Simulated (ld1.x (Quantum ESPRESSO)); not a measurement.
# phosphorus (P): variants of one TM potential

Base potential:

* Element: P (Z = 15)
* Generator: ld1.x (Quantum ESPRESSO) 7.5
* Type: norm-conserving Troullier–Martins (Kleinman–Bylander form)
* Functional: PW91
* Relativity: fully relativistic
* Frozen core: [Ne]
* Valence charge: 5
* Reference configuration: 3s2 3p3
* Partial waves: 3s (bound): rc 1.20 bohr; 3p (bound): rc 1.55 bohr
* Local potential: all-electron potential smoothed inside 1.15 bohr (lloc = -1)
* Core correction: a·sin(br)/r model core inside 0.75 bohr

Open shells are filled in proportion to 2j + 1 (rel_dist='average').

Cutoffs, loose and tight: the cutoffs (Ry, on a coarse ladder) from which the occupation-weighted sum of valence levels, in a spherical-Bessel basis at the reference potential, stays within 10 and 1 mRy of its value at 400 Ry. They do not see the model core or the augmentation charge, which bear on the density cutoff. Test errors are all-electron minus pseudo excitation energies from the reference, over the configurations 3s2 3p2; 3s2 3p1; 3s2 3p0; 3s2 3p3.3; 3s1 3p0; 3s1 3p3; 3s0 3p5. A dash means not determined; rows that change the core or the reference have their own tests.

A true bound ghost makes a file unfit for plane-wave use even where its test errors are small: the radial tests pick states by their node count and pass the ghost by.

Cutoffs are not given where the Bessel-basis levels miss the radial ones by over 6 mRy, ghosts where they miss by over 20 mRy; a channel whose overlap is not positive is not tested.

On the changes marked as counting shells twice: ld1.x takes every shell without a wave as core, so the model core holds the marked electrons as well and exchange and correlation see them twice. This cancels in the reference configuration, but the file is broken for other ones, and its errors say nothing about a proper core correction.

| change | outcome | cutoff, loose | cutoff, tight | bound ghosts | largest test error (meV) |
| --- | --- | --- | --- | --- | --- |
| base | generated | 50 Ry | 110 Ry | none | +313 |
| wave 3p (bound): rc 1.55 bohr becomes 3p (bound): rc 1.78 bohr | generated | 45 Ry | 110 Ry | none | +324 |
| core correction a·sin(br)/r model core inside 1.40 bohr | generated | 50 Ry | 110 Ry | none | +321 |
| all radii but the core radius scaled by about 1.11 (s 1.32, p 1.72 bohr); local potential all-electron potential smoothed inside 1.28 bohr (lloc = -1) | generated | 35 Ry | 80 Ry | none | +214 |
| local potential all-electron potential smoothed inside 0.78 bohr (lloc = -1) | generated | 50 Ry | 110 Ry | s | +17 |
| reference 3s2 3p2.5 | generated | 50 Ry | 110 Ry | none | +280 |
| core [He], valence charge 13; reference 2s2 2p6 3s1.5 3p3.5; waves now 2p (bound): rc 0.40 bohr; 2s (bound): rc 0.60 bohr; local potential the s channel; core correction a·sin(br)/r model core inside 0.30 bohr (3p, 3s counted twice) | generated, misses its reference levels by 0.21 eV | – | – | not determined | -613 |
| scalar-relativistic | generated | 50 Ry | 110 Ry | none | +306 |
| functional LDA (PZ) | generated | 50 Ry | 110 Ry | none | +306 |
| wave 3s (bound): rc 1.20 bohr becomes 3s (bound): rc 1.24 bohr | generated | 45 Ry | 100 Ry | none | +299 |
| type PAW; waves now 3s (bound): rcut 1.05, rcutus 1.20 bohr; 3s channel at 3.2 Ry: rcut 1.05, rcutus 1.20 bohr; 3p (bound): rcut 1.35, rcutus 1.55 bohr; 3p channel at 3.85 Ry: rcut 1.35, rcutus 1.55 bohr; local potential all-electron potential smoothed inside 1.35 bohr (lloc = -1); augmentation GAUSS, radius 1.15 bohr | failed: new_paw_hamiltonian: negative rho | – | – | – | – |

Task: What comes out with this change to the base: local potential all-electron potential smoothed inside 1.10 bohr (lloc = -1)?

Result: outcome: generated; cutoff, loose: 45 Ry; cutoff, tight: 110 Ry; bound ghosts: s; largest test error (meV): +816.
